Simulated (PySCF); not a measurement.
Species: C5H5F2NO2.
SMILES with atom numbers: `[N:1]#[C:2][C@@H:3]1[CH2:4][O:5][C@H:6]([F:7])[C@@H:8]([F:9])[O:10]1` (hydrogens: H11 on C3; H12, H13 on C4; H14 on C6; H15 on C8)

Geometry (PBE0-D3(BJ)/def2-SVP, Å), atoms numbered from 1 in this order:
```xyz
15
C5H5F2NO2 angstrom
N      3.5277   -0.1176   -0.8038
C      2.4627   -0.0505   -0.3599
C      1.1175   -0.0283    0.2072
C      0.3037   -1.2449   -0.2116
O     -0.9871   -1.1394    0.3522
C     -1.6538    0.0071    0.0021
F     -1.9746   -0.0082   -1.3289
C     -0.8199    1.2662    0.2500
F     -0.7993    1.4784    1.6029
O      0.4625    1.1520   -0.2317
H      1.2052   -0.0144    1.3091
H      0.7502   -2.1712    0.1721
H      0.2501   -1.2945   -1.3116
H     -2.5805    0.0373    0.5946
H     -1.2703    2.1381   -0.2469
```

Linear response at B3LYP/def2-SVPD (PySCF, frozen core in the response, non-relativistic).

Static isotropic polarisability: 69.75 au (10.34 Å³), principal values 59.1, 61.8, 88.3 au.

(1) What is the polarisability at 1064 nm and at the sodium D line?

(2) What is the isotropic C6 coefficient between two such molecules, C6 = (3/π)∫α(iω)² dω?

(3) Which effective excitation energy ω̄ makes London's formula C6 = (3/4)α²ω̄ exact here?

(4) How anisotropic is the static polarisability, by Δα² = ½[(α1 − α2)² + (α2 − α3)² + (α3 − α1)²]?

(5) What molar refraction at the D line follows from R = (4π/3)·N_A·α′, with α′ the polarisability volume?

(6) What three-body coefficient follows from the one-pole estimate C9 = (3/4)·α·C6?

Results:

(1) 70.17 au at 1064 nm (+0.6 %), 71.14 au at 589.3 nm (+2.0 %). The rise at 589.3 nm is 3.33 times that at 1064 nm; a pure ω² law gives 3.26. The lowest singlet lies at 183 nm, shorter than both wavelengths.

(2) 2391 au (Eh·bohr⁶) by a ten-point quadrature over imaginary frequencies, which is 1430 eV·Å⁶ or 138 J·nm⁶/mol.

(3) ω̄ = 4·C6/(3α²) = 0.655 Eh = 17.8 eV. A one-pole form α(ω) = α/(1 − ω²/ω̄²) fitted to the 1064 nm value gives 15.1 eV.

(4) Δα = 28.0 au, or 0.40 of the isotropic value.

(5) α′ = 10.54 Å³ gives R = 26.59 cm³/mol, for isolated, non-vibrating species.

(6) 125000 au. This is an estimate from the two numbers above, not a computed integral.

One conformer stands for the species.
